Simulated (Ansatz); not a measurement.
`FC([SiH3])[SeH]` + `FB[SiH3]` → `FB([SiH3])[SeH]` + `FC[SiH3]`  (formal exchange of groups at the Se–C bond)

Program: Ansatz. Geometries: PBE0-D4/def2-TZVP. ΔE: electronic, gas phase. CBS: MP2 limit from def2 TZ/QZ plus the TZ coupled-cluster correction, frozen cores. DFT in def2-TZVPP. B3LYP here is the variant with VWN-RPA as its local correlation; programs differ in this. For Se outer-core shells are correlated without core-valence functions, which leaves a few kJ/mol of doubt a bond. Scalar relativity is left out up to krypton. Each species was taken in one conformer, which may not be the lowest.

`FC([SiH3])[SeH]`:

Cartesian coordinates in Å:
```
F -0.649 0.218 -1.830
C -0.688 0.408 -0.459
Si 1.044 0.211 0.290
Se -1.970 -0.774 0.400
H -1.093 1.408 -0.271
H 0.995 0.662 1.702
H 2.016 1.034 -0.474
H 1.426 -1.222 0.216
H -1.081 -1.945 0.426
```

`FB[SiH3]`:

Z-matrix (Å, degrees):
```
Si
B 1 2.035
H 1 1.487 2 113.6
H 1 1.490 2 109.0 3 -121.9
H 1 1.491 2 108.5 3 121.3
F 2 1.321 1 121.0 3 -4.0
H 2 1.203 1 122.9 3 176.3
```

`FB([SiH3])[SeH]`:

Cartesian coordinates in Å:
```
F -1.396 -0.140 -1.334
B -0.553 -0.366 -0.335
Si 0.823 1.025 0.204
Se -0.636 -2.048 0.622
H 1.640 0.531 1.344
H 1.725 1.322 -0.943
H 0.144 2.287 0.606
H -1.747 -2.610 -0.163
```

`FC[SiH3]`:

Cartesian coordinates in Å:
```
F 0.411 0.788 -1.719
C 0.272 -0.312 -0.880
Si -0.258 0.241 0.853
H 1.231 -0.841 -0.850
H -0.467 -0.988 -1.323
H -0.389 -0.976 1.699
H -1.565 0.943 0.785
H 0.766 1.145 1.434
```

```json
{"level": "PBE-D4", "ΔE (kJ/mol)": "-117.4", "difference from CCSD(T)/CBS": "-1.6"}
{"level": "r2SCAN-D4", "ΔE (kJ/mol)": "-120.9", "difference from CCSD(T)/CBS": "-5.1"}
{"level": "PBE0-D4", "ΔE (kJ/mol)": "-119.6", "difference from CCSD(T)/CBS": "-3.8"}
{"level": "B3LYP-D4", "ΔE (kJ/mol)": "-115.6", "difference from CCSD(T)/CBS": "0.2"}
{"level": "ωB97X-V", "ΔE (kJ/mol)": "-113.5", "difference from CCSD(T)/CBS": "2.3"}
{"level": "ωB97M-V", "ΔE (kJ/mol)": "-114.4", "difference from CCSD(T)/CBS": "1.4"}
{"level": "B2PLYP", "ΔE (kJ/mol)": "-117.1", "difference from CCSD(T)/CBS": "-1.3"}
{"level": "PBE", "ΔE (kJ/mol)": "-118.6", "difference from CCSD(T)/CBS": "-2.8"}
{"level": "r2SCAN", "ΔE (kJ/mol)": "-121.1", "difference from CCSD(T)/CBS": "-5.3"}
{"level": "B3LYP", "ΔE (kJ/mol)": "-117.5", "difference from CCSD(T)/CBS": "-1.7"}
{"level": "SCS-MP2/def2-TZVPP", "ΔE (kJ/mol)": "-114.0", "difference from CCSD(T)/CBS": "1.8"}
{"level": "CCSD/def2-TZVPP", "ΔE (kJ/mol)": "-116.0", "difference from CCSD(T)/CBS": "-0.2"}
{"level": "HF/def2-QZVPP", "ΔE (kJ/mol)": "-116.6", "difference from CCSD(T)/CBS": "-0.8"}
{"level": "MP2/def2-QZVPP", "ΔE (kJ/mol)": "-116.8", "difference from CCSD(T)/CBS": "-1.0"}
{"level": "MP2/CBS(def2)", "ΔE (kJ/mol)": "-117.1", "difference from CCSD(T)/CBS": "-1.3"}
{"level": "CCSD/CBS(def2)", "ΔE (kJ/mol)": "-116.0", "difference from CCSD(T)/CBS": "-0.2"}
{"level": "CCSD(T)/CBS", "ΔE (kJ/mol)": "-115.8", "difference from CCSD(T)/CBS": "0"}
```

Largest T1 diagnostic among the species: 0.014.
